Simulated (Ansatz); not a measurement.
Reaction (atomization): `[AuH]` → Au• + H•

Isolated molecules relaxed with PBE0-D4/def2-TZVP in Ansatz; ΔE leaves out vibrations. CCSD(T)/CBS is the MP2 limit (def2-TZVPP, def2-QZVPP) plus CCSD(T) − MP2 in def2-TZVPP, frozen cores. This one scheme is used for every species, atoms too. DFT in def2-TZVPP. Open shells (•) are unrestricted, without spin–orbit coupling. Elements past krypton have def2 core potentials. For Au outer-core shells are correlated without core-valence functions, so the limit isn't a true one: a few kJ/mol of doubt a bond, and 10 to 20 or more in all where bonds break to atoms.

```json
{"level": "LDA (SPW92)", "ΔE (kJ/mol)": "365.5", "difference from CCSD(T)/CBS": "45.9"}
{"level": "BLYP-D4", "ΔE (kJ/mol)": "307.8", "difference from CCSD(T)/CBS": "-11.8"}
{"level": "revPBE", "ΔE (kJ/mol)": "296.5", "difference from CCSD(T)/CBS": "-23.1"}
{"level": "BLYP", "ΔE (kJ/mol)": "305.2", "difference from CCSD(T)/CBS": "-14.4"}
{"level": "BHLYP", "ΔE (kJ/mol)": "270.1", "difference from CCSD(T)/CBS": "-49.5"}
{"level": "HF/def2-SVP", "ΔE (kJ/mol)": "153.9", "difference from CCSD(T)/CBS": "-165.7"}
{"level": "SCS-MP2/def2-TZVPP", "ΔE (kJ/mol)": "298.0", "difference from CCSD(T)/CBS": "-21.6"}
{"level": "CCSD(T)/def2-TZVPP", "ΔE (kJ/mol)": "303.0", "difference from CCSD(T)/CBS": "-16.6"}
{"level": "CCSD/def2-QZVPP", "ΔE (kJ/mol)": "302.2", "difference from CCSD(T)/CBS": "-17.4"}
{"level": "CCSD(T)/def2-QZVPP", "ΔE (kJ/mol)": "313.8", "difference from CCSD(T)/CBS": "-5.8"}
{"level": "CCSD(T)/CBS", "ΔE (kJ/mol)": "319.6", "difference from CCSD(T)/CBS": "0"}
```

Largest T1 diagnostic among the species: 0.027, so the coupled-cluster value is less sure than usual.

From PBE to PBE0 (25 % exact exchange), in def2-TZVPP and without D4, ΔE moves by −19.7 kJ/mol: exact exchange takes away binding that semilocal exchange gives to molecules. Leaving LDA and LC-ωPBE aside and taking each functional with its dispersion term where it has one, the values, not all of them listed here, spread over 43.1 kJ/mol, from BHLYP-D4 to r2SCAN-D4. LDA lies +58.0 kJ/mol from PBE without D4, its usual overbinding. In def2-TZVPP, CCSD(T) changes the Hartree–Fock value by +141.0 kJ/mol (the triples alone add +10.2 kJ/mol) and MP2 by +135.6 kJ/mol; breaking electron pairs costs correlation energy, which Hartree–Fock lacks.

For atomizations the MP2-based limit and the directly extrapolated one differ by several kJ/mol either way, and by 10 to 25 for some Ge, Se and Sn compounds, so smaller differences from it don't rank the levels.
